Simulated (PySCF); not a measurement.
Static polarisabilities and like-pair C6 coefficients by linear response at CAM-B3LYP/def2-SVPD (PySCF, frozen core in the response, non-relativistic, gas phase), PBE0-D3(BJ)/def2-SVP geometries, one conformer each; atomic units unless stated. Spin–orbit coupling is left out although an atom past zinc is present.

```csv
label,species,α,C6
P,`CO[C@](C)(F)CF`,56.1,1584
Q,`c1(ccc([SiH3])cc1)[SiH3]`,126.9,5370
R,`BNBNC`,59.8,1433
S,`CC1=CC[C@H](C#N)C1`,83.4,2933
T,`C=C/C(C)=C/CC#N`,92.2,3187
U,`[SH][GeH3]`,55.1,1008
```

Q: Estimate the unlike-pair coefficients by the rule C6(AB) = 2·C6(AA)·C6(BB) / [C6(AA)·αB/αA + C6(BB)·αA/αB], and compare with the geometric mean, for PR, QR, QS, QT, QU, RT, RU and SU.

A: 
```csv
pair,combination rule,geometric mean,ratio
PR,1497,1507,0.993
QR,2762,2774,0.996
QS,3941,3968,0.993
QT,4130,4137,0.998
QU,2326,2326,1.000
RT,2136,2137,0.999
RU,1196,1202,0.996
SU,1707,1719,0.993
```

The rule is exact for one-pole polarisabilities and never exceeds the geometric mean; the two meet where both partners have the same effective excitation energy. These unlike-pair values are estimates, not computed integrals.
